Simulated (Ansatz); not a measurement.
Ideal-gas functions of CH$_{4}$BFSe, SMILES `C[Se]BF` at 800 K and 1 bar, from an Ansatz frequency run at PBE0-D4/def2-TZVP.

Molar mass 124.81 g/mol, point group Cs (symmetry number 1), electronic degeneracy 1, moments of inertia 41.332, 185.874, 224.004 u Å². Harmonic wavenumbers (cm⁻¹, unscaled): 75, 179, 186, 336, 615, 694, 802, 928, 933, 1085, 1305, 1314, 1459, 1473, 2621, 3083, 3186, 3188.

Use S(trans) = R[1.5 ln M + 2.5 ln T − 1.1517]; rotational temperatures θ = 24.2544 K / I; S(rot) = R[ln(√π/σ · √(T³/θAθBθC)) + 1.5]; for each mode x = 1.438777 ν̃/T, S = R[x/(eˣ − 1) − ln(1 − e⁻ˣ)] and H = RT x/(eˣ − 1); 1 cm⁻¹ = 0.0119627 kJ/mol; R = 8.31446 J/(mol·K).

Q: By hand: the entropy, in J/(mol·K).

A: Translation 189.6. Rotation: θ = 0.5868, 0.1305, 0.1083 K, giving 120.5. Vibration, mode by mode: 24.98, 17.77, 17.46, 12.63, 7.89, 6.99, 5.95, 4.96, 4.92, 3.96, 2.90, 2.86, 2.33, 2.29, 0.43, 0.21, 0.18, 0.18, in all 118.9. Electronic 0.0. Sum 429.0 J/(mol·K).

Q: By hand: H − E and G − E in kJ/mol, counted from the electronic energy.

A: Zero-point energy ½ × 23462 × 0.0119627 = 140.3; thermal vibration 46.2; translation, rotation and pV give 4 RT = 26.6. H − E = 213.1 kJ/mol, and G − E = 213.1 − 800 × 429.0/1000 = -130.1 kJ/mol.

Vibration gives 28 % of the entropy, 25.0 J/(mol·K) of it from the mode under 150 cm⁻¹: soft modes count most, and the harmonic formula is weakest for them. The sum counts one conformer and one mirror image; others add a mixing term.
